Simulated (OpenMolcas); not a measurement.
# Sb IV: from CASSCF to CASPT2

```yaml
Program: OpenMolcas
Basis: ANO-RCC-VQZP [8s7p5d3f2g]
Scalar_Hamiltonian: DKH2, point nucleus
Active_space: 2 electrons in 4 orbitals (5s 5p)
State_averaging: 2S+1 = 3 even, 3 roots; 2S+1 = 1 even, 6 roots; 2S+1 = 3 odd, 3 roots; 2S+1 = 1 odd, 3 roots
Spin-orbit_coupling: RASSI with atomic mean-field integrals over the reference wave functions, term energies averaged over their components
```

Methods on the same reference wave functions:
A. CASSCF
B. SS-CASPT2, IPEA 0.25 Eh, imaginary shift 0.1 Eh (closed shells correlated: 4d)

Energies in cm-1 above 5s2 1S0, the measured ground level; measured values from Moore, Atomic Energy Levels, vol. III, NSRDS-NBS 35 (1971 reprint of NBS Circular 467, 1958).

```json
{"Level": "5s2 1S0", "A": "0.0", "B": "0.0", "Measured": "0.0"}
{"Level": "5s 5p 3P* 0", "A": "59949", "B": "64420", "Measured": ""}
{"Level": "5s 5p 3P* 1", "A": "61981", "B": "66350", "Measured": "66700"}
{"Level": "5s 5p 3P* 2", "A": "66655", "B": "71120", "Measured": "72560"}
{"Level": "5s 5p 1P* 1", "A": "102907", "B": "93890", "Measured": "95952"}
```

Deviations, from unrounded energies. A percentage is the sum of absolute deviations over the sum of measured energies, with the sign that they share, or ± where signs differ.

| Against measurement | Levels | A | B |
| --- | --- | --- | --- |
| mean absolute deviation (cm-1) | 3 | 5900 | 1300 |
| other configurations (%) | 3 | ±7.5 | -1.6 |

B lies closest to measurement on these levels. The largest miss of B in the table is 5s 5p 1P* 1, by -2100 cm-1. The ranking rests on the paired levels alone, and a cruder setting can come out closer through cancelling errors.

The lowest spin-free term lies below A's lowest term by 0.442 hartree in B.

Over all roots computed the reference weight is 0.89 to 0.95 in B; the roots of lowest weight are the least certain, and an intruder state may touch them. Computed and measured levels are paired by configuration, term and J; levels that our copy of the source lacks, or whose pairing is in doubt (as where it misses far off the trend of its configuration), stay unpaired and out of the deviations. Levels of configurations outside the active space are missing. Levels that lie high or do not pair safely by name in every column are left out.

* marks odd parity.
